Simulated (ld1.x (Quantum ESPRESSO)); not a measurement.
# u(r) = r·R(r): atom against pseudo-atom (oxygen)

Columns: radius, all-electron u(r) and pseudo u(r) of the 2s shell (level -27.43 eV) of oxygen in the configuration [He] 2s2 2p3.75; Wu–Cohen, scalar-relativistic, PAW scheme, ld1.x (Quantum ESPRESSO) 7.5.

```json
{"r (bohr)": "0.080", "all-electron": "0.4120", "pseudo": "-0.1027"}
{"r (bohr)": "0.160", "all-electron": "0.3534", "pseudo": "-0.2088"}
{"r (bohr)": "0.240", "all-electron": "0.1218", "pseudo": "-0.3205"}
{"r (bohr)": "0.320", "all-electron": "-0.1473", "pseudo": "-0.4373"}
{"r (bohr)": "0.400", "all-electron": "-0.3946", "pseudo": "-0.5564"}
{"r (bohr)": "0.480", "all-electron": "-0.5977", "pseudo": "-0.6720"}
{"r (bohr)": "0.560", "all-electron": "-0.7516", "pseudo": "-0.7771"}
{"r (bohr)": "0.640", "all-electron": "-0.8589", "pseudo": "-0.8639"}
{"r (bohr)": "0.720", "all-electron": "-0.9260", "pseudo": "-0.9261"}
{"r (bohr)": "0.800", "all-electron": "-0.9598", "pseudo": "-0.9598"}
{"r (bohr)": "0.880", "all-electron": "-0.9677", "pseudo": "-0.9677"}
{"r (bohr)": "0.960", "all-electron": "-0.9558", "pseudo": "-0.9558"}
{"r (bohr)": "1.040", "all-electron": "-0.9294", "pseudo": "-0.9294"}
{"r (bohr)": "1.120", "all-electron": "-0.8928", "pseudo": "-0.8928"}
{"r (bohr)": "1.200", "all-electron": "-0.8494", "pseudo": "-0.8494"}
{"r (bohr)": "1.280", "all-electron": "-0.8019", "pseudo": "-0.8019"}
{"r (bohr)": "1.360", "all-electron": "-0.7522", "pseudo": "-0.7522"}
{"r (bohr)": "1.440", "all-electron": "-0.7018", "pseudo": "-0.7018"}
{"r (bohr)": "1.520", "all-electron": "-0.6519", "pseudo": "-0.6519"}
{"r (bohr)": "1.600", "all-electron": "-0.6031", "pseudo": "-0.6031"}
{"r (bohr)": "1.680", "all-electron": "-0.5562", "pseudo": "-0.5562"}
{"r (bohr)": "1.760", "all-electron": "-0.5115", "pseudo": "-0.5115"}
{"r (bohr)": "1.840", "all-electron": "-0.4691", "pseudo": "-0.4691"}
{"r (bohr)": "1.920", "all-electron": "-0.4292", "pseudo": "-0.4292"}
{"r (bohr)": "2.000", "all-electron": "-0.3920", "pseudo": "-0.3920"}
{"r (bohr)": "2.080", "all-electron": "-0.3573", "pseudo": "-0.3573"}
```

Problem. How many radial nodes do the two functions have?

Solution. The all-electron 2s function has n − l − 1 = 1; the pseudo-wave has 0, since the states of the same l below it are removed with the core.

Problem. At about which radius was the pseudo-wave matched?

Solution. 0.75 bohr, where the columns begin to agree (steps of 0.08 bohr).

Problem. Where does each function peak?

Solution. Outermost all-electron maximum near 0.88 bohr, pseudo maximum near 0.88 bohr (to the table’s step).

Problem. Is the pseudo-wave norm-conserving?

Solution. No, it belongs to a PAW set: the norm inside the radius is not constrained, and the difference is carried by the augmentation charge.
